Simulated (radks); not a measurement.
Problem. The sulfur anion S-, [Ne] 3s2 3p5, held by a Watson sphere: a shell of charge +0.65 at radius R that stands for the Madelung well of a crystal (potential energy -0.65/R inside, -0.65/r outside, in hartree with lengths in bohr). Calculated with a radial shooting solver on a logarithmic mesh with Libxc functionals: non-relativistic Kohn-Sham, LDA (Slater exchange, Perdew-Wang correlation), spin-polarised, spherical densities, point nucleus; open shells are filled with parallel spins first. Response by self-consistent Sternheimer equations with the Hartree and adiabatic LDA kernel. The sphere does not respond.

| R (bohr) | e(3s down) (eV) | e(3p up) (eV) | e(3p down) (eV) | <r> 3p (bohr) | sum of <r^2> (bohr^2) | X-ray form factor at sin(theta)/lambda = 0.3 1/angstrom | alpha (bohr^3) |
|---|---|---|---|---|---|---|---|
| 1.91 | -14.064 | -4.951 | -4.279 | 2.157 | 36.58 | 9.028 | 28.89 |
| 3.72 | -12.556 | -3.713 | -3.087 | 2.330 | 41.83 | 9.012 | 45.69 |
| 3.96 | -12.395 | -3.554 | -2.930 | 2.344 | 42.29 | 9.013 | 48.13 |
| 4.44 | -12.099 | -3.259 | -2.637 | 2.369 | 43.06 | 9.015 | 52.91 |

Estimate the row for R = 3.36 bohr.

Solution. e(3s down) (eV) -12.815; e(3p up) (eV) -3.963; e(3p down) (eV) -3.333; <r> 3p (bohr) 2.305; sum of <r^2> (bohr^2) 41.04; X-ray form factor at sin(theta)/lambda = 0.3 1/angstrom 9.009; alpha (bohr^3) 41.99.
